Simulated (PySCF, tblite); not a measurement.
Species: C5H11ClO.
SMILES with atom numbers: `[CH3:1][O:2][C@H:3]([CH3:4])[CH2:5][CH2:6][Cl:7]` (hydrogens: H8, H9, H10 on C1; H11 on C3; H12, H13, H14 on C4; H15, H16 on C5; H17, H18 on C6)

Computed with GFN2-xTB (tblite), gas phase: nudged elastic band of 9 images (0 to 8), spring 0.2 eV/Å², climbing image at the end, force threshold 0.05 eV/Å. No saddle search or frequency run followed, so the top image need not be a first-order saddle, and its height can exceed the method's true barrier by a kcal/mol or more.

Path: rotation about C3–C5 (sp3 carbon bound to oxygen, chain CH2 carbon), followed by the dihedral O2–C3–C5–C6.

Image 0 (start, dihedral -63°):
```
atom  x, y, z in Å
C1     -1.157    1.926   -0.311
O2     -0.846    0.737    0.367
C3     -0.039   -0.173   -0.364
C4     -0.854   -0.978   -1.378
C5      0.614   -1.102    0.666
C6      1.534   -0.348    1.610
Cl7     2.973    0.263    0.749
H8     -1.674    2.560    0.407
H9     -0.249    2.435   -0.658
H10    -1.813    1.752   -1.171
H11     0.748    0.385   -0.895
H12    -0.211   -1.684   -1.895
H13    -1.306   -0.320   -2.116
H14    -1.644   -1.522   -0.867
H15    -0.178   -1.561    1.261
H16     1.167   -1.886    0.148
H17     1.902   -0.994    2.407
H18     1.023    0.517    2.030
```

Image 8 (end, +0.144 eV, dihedral 78°):
```
atom  x, y, z in Å
C1     -0.692    2.124   -0.950
O2      0.105    1.283   -0.161
C3      0.141   -0.070   -0.571
C4     -1.200   -0.785   -0.388
C5      1.284   -0.744    0.206
C6      0.973   -1.117    1.648
Cl7     0.560    0.306    2.639
H8     -0.487    3.139   -0.615
H9     -0.434    2.032   -2.013
H10    -1.761    1.918   -0.826
H11     0.410   -0.102   -1.644
H12    -1.070   -1.855   -0.528
H13    -1.925   -0.432   -1.118
H14    -1.591   -0.593    0.608
H15     1.567   -1.661   -0.315
H16     2.134   -0.059    0.188
H17     1.847   -1.573    2.113
H18     0.130   -1.804    1.714
```

Q: What do the inner images look like?

A: 
Image 1: +0.026 eV, dihedral -48°
```
atom  x, y, z in Å
C1     -1.045    1.953   -0.338
O2     -0.753    0.764    0.349
C3     -0.027   -0.190   -0.408
C4     -0.944   -1.012   -1.313
C5      0.702   -1.117    0.576
C6      1.436   -0.347    1.658
Cl7     2.784    0.595    0.971
H8     -1.445    2.645    0.401
H9     -0.141    2.385   -0.784
H10    -1.790    1.801   -1.127
H11     0.724    0.336   -1.020
H12    -0.368   -1.764   -1.844
H13    -1.442   -0.377   -2.041
H14    -1.699   -1.505   -0.706
H15    -0.030   -1.764    1.065
H16     1.399   -1.739    0.014
H17     1.867   -1.021    2.398
H18     0.763    0.363    2.136
```

Image 2: +0.091 eV, dihedral -31°
```
atom  x, y, z in Å
C1     -0.953    1.983   -0.393
O2     -0.649    0.813    0.320
C3     -0.011   -0.191   -0.449
C4     -1.027   -1.031   -1.226
C5      0.801   -1.107    0.490
C6      1.348   -0.386    1.709
Cl7     2.548    0.844    1.244
H8     -1.244    2.728    0.344
H9     -0.077    2.348   -0.946
H10    -1.777    1.834   -1.099
H11     0.682    0.296   -1.154
H12    -0.521   -1.825   -1.768
H13    -1.578   -0.418   -1.934
H14    -1.732   -1.472   -0.525
H15     0.161   -1.915    0.849
H16     1.619   -1.544   -0.083
H17     1.852   -1.084    2.377
H18     0.548    0.134    2.233
```

Image 3: +0.169 eV, dihedral -13°
```
atom  x, y, z in Å
C1     -0.874    2.013   -0.463
O2     -0.527    0.873    0.276
C3      0.010   -0.187   -0.493
C4     -1.100   -1.040   -1.113
C5      0.911   -1.072    0.403
C6      1.255   -0.449    1.745
Cl7     2.316    0.966    1.548
H8     -1.073    2.801    0.261
H9     -0.051    2.327   -1.117
H10    -1.769    1.853   -1.076
H11     0.626    0.246   -1.298
H12    -0.670   -1.866   -1.673
H13    -1.715   -0.446   -1.785
H14    -1.732   -1.435   -0.321
H15     0.400   -2.015    0.608
H16     1.831   -1.298   -0.137
H17     1.796   -1.162    2.368
H18     0.358   -0.103    2.255
```

Image 4 (top): +0.213 eV, dihedral 7°
```
atom  x, y, z in Å
C1     -0.811    2.046   -0.549
O2     -0.400    0.943    0.213
C3      0.030   -0.178   -0.534
C4     -1.156   -1.044   -0.973
C5      1.022   -1.008    0.322
C6      1.157   -0.538    1.762
Cl7     2.110    0.961    1.867
H8     -0.931    2.871    0.150
H9     -0.056    2.317   -1.298
H10    -1.765    1.867   -1.059
H11     0.555    0.179   -1.435
H12    -0.804   -1.899   -1.543
H13    -1.837   -0.471   -1.597
H14    -1.696   -1.394   -0.097
H15     0.685   -2.046    0.346
H16     2.008   -0.990   -0.145
H17     1.693   -1.282    2.353
H18     0.186   -0.327    2.206
```

Image 5: +0.201 eV, dihedral 26°
```
atom  x, y, z in Å
C1     -0.766    2.076   -0.648
O2     -0.274    1.025    0.137
C3      0.052   -0.161   -0.560
C4     -1.185   -1.029   -0.821
C5      1.112   -0.933    0.261
C6      1.072   -0.654    1.758
Cl7     1.892    0.877    2.149
H8     -0.821    2.942    0.009
H9     -0.090    2.302   -1.483
H10    -1.764    1.868   -1.049
H11     0.496    0.104   -1.534
H12    -0.901   -1.919   -1.377
H13    -1.918   -0.480   -1.408
H14    -1.642   -1.326    0.118
H15     0.957   -2.003    0.109
H16     2.108   -0.684   -0.107
H17     1.612   -1.429    2.304
H18     0.053   -0.570    2.130
```

Image 6: +0.174 eV, dihedral 46°
```
atom  x, y, z in Å
C1     -0.728    2.107   -0.769
O2     -0.153    1.120    0.043
C3      0.073   -0.133   -0.569
C4     -1.201   -0.982   -0.662
C5      1.180   -0.853    0.227
C6      1.017   -0.808    1.740
Cl7     1.554    0.753    2.408
H8     -0.716    3.022   -0.181
H9     -0.146    2.261   -1.688
H10    -1.763    1.873   -1.044
H11     0.450    0.025   -1.594
H12    -0.980   -1.923   -1.159
H13    -1.962   -0.462   -1.239
H14    -1.599   -1.188    0.328
H15     1.201   -1.898   -0.088
H16     2.142   -0.403   -0.026
H17     1.644   -1.565    2.212
H18    -0.019   -0.942    2.047
```

Image 7: +0.163 eV, dihedral 63°
```
atom  x, y, z in Å
C1     -0.695    2.130   -0.894
O2     -0.058    1.213   -0.047
C3      0.082   -0.098   -0.556
C4     -1.224   -0.898   -0.512
C5      1.224   -0.782    0.219
C6      1.010   -0.982    1.713
Cl7     1.078    0.557    2.610
H8     -0.616    3.098   -0.402
H9     -0.201    2.182   -1.874
H10    -1.754    1.894   -1.046
H11     0.408   -0.038   -1.611
H12    -1.050   -1.906   -0.877
H13    -1.976   -0.430   -1.144
H14    -1.612   -0.944    0.501
H15     1.391   -1.765   -0.227
H16     2.124   -0.182    0.078
H17     1.810   -1.602    2.120
H18     0.048   -1.440    1.938
```

The largest changes of bonds and angles from start to top: C3–C5 1.533 → 1.551 Å, C6–Cl7 1.785 → 1.779 Å, O2–C3 1.419 → 1.415 Å, C3–C4 1.530 → 1.532 Å, O2–C3–C5 106.6 → 109.1°, C3–C5–C6 112.1 → 114.4°, C6–C5–H16 110.2 → 108.6°. GFN2-xTB torsional profiles can miss by a kcal/mol or more and can put conformers in the wrong order.

Q: What do single points at PBE0/pcSseg-1 (PySCF, no dispersion term) give on some images?

A: 
```csv
image,GFN2-xTB E (eV),DFT E (eV),HOMO (eV),LUMO (eV),dipole (D)
0,0.000,0.000,-7.45,1.21,1.65
2,0.091,0.090,-7.41,1.27,2.04
4,0.213,0.297,-7.19,1.16,2.62
6,0.174,0.274,-7.28,1.12,3.05
8,0.144,0.241,-7.18,1.15,2.91
```

Energies count from image 0 at each level. At the GFN2-xTB top the DFT energy is 6.9 kcal/mol against 4.9; the geometries weren't optimised at the DFT level.

The cost below is that of the whole band run. On an Arm Neoverse V1 with one thread, shared host, this took 3.7 s and 0.18 GiB of memory at its peak.
